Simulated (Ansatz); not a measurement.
Energy difference R1 → 2 P1, each structure at its B3LYP-D3(BJ)/def2-TZVP stationary point, reached from a drawn start (curvature not checked).
R1: Cl2 (SMILES ClCl), charge 0, multiplicity 1.
P1: Cl atom, charge 0, multiplicity 2.

P less R. No zero-point or thermal terms; singlets are restricted closed shells; open shells are unrestricted; no spin–orbit coupling.

Cores are frozen in the correlated methods. CBS: X⁻³ extrapolation of the correlation energy, Hartree–Fock from the larger set.

Run with Ansatz (a quantum-chemistry and plane-wave program) with Gaussian orbitals. Each number belongs to the level named beside it.

The comparison value is 58.95 kcal/mol (CCSD(T)/CBS(cc-pV(T+d)Z, cc-pV(Q+d)Z)). It is a level with limits of its own, not the exact answer.

Question: Order these levels by how close they come to the comparison value for the reaction energy, closest first: wB97M-V/def2-TZVPP, HF/cc-pV(T+d)Z, HF/cc-pV(Q+d)Z, SVWN5/def2-TZVPP, PBE0/def2-TZVPP. Give each level's value less the comparison value.

Answer: PBE0/def2-TZVPP (0.23 kcal/mol), wB97M-V/def2-TZVPP (1.36 kcal/mol), SVWN5/def2-TZVPP (23.78 kcal/mol), HF/cc-pV(Q+d)Z (-40.17 kcal/mol), HF/cc-pV(T+d)Z (-40.48 kcal/mol)
